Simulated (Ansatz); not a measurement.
System: CH6Sn, charge 0, multiplicity 1. 
Structure (B3LYP-D3(BJ)/def2-TZVP (Ansatz, a first-principles code) minimum search):
```xyz
8

C     -1.8547    -0.0417     0.0342
Sn     0.3025     0.0068    -0.0056
H     -2.2499     0.3452    -0.9036
H     -2.2226     0.5704     0.8559
H     -2.1984    -1.0658     0.1706
H      0.8511     1.6166    -0.2202
H      0.9321    -0.6012     1.4683
H      0.8891    -0.9552    -1.2974
```

Basis-set convergence of Hartree-Fock and CCSD(T) correlation energies (hartree) with Ansatz. Cores are frozen in the correlated levels unless marked. No spin-orbit coupling. The frozen core is the preceding noble-gas configuration, with the filled d and f shells of earlier blocks. In def2 rows, elements after Kr have scalar-relativistic effective core potentials.

```json
[
 {"basis": "def2-SVP", "functions": "70", "E(HF)": "-254.64445", "E(corr, CCSD(T))": "-0.29236"},
 {"basis": "def2-TZVPP", "functions": "165", "E(HF)": "-254.70051", "E(corr, CCSD(T))": "-0.35276"},
 {"basis": "def2-QZVPP", "functions": "319", "E(HF)": "-254.70450", "E(corr, CCSD(T))": "-0.36938"}
]
```

Extrapolating the two largest sets (X = 3 and 4) as X^-3: E(corr) = (64·(-0.36938) - 27·(-0.35276))/37 = -0.3815 Eh, an estimate of the basis-set limit. The largest set recovers 96.8 % of it, the smallest 76.6 %.
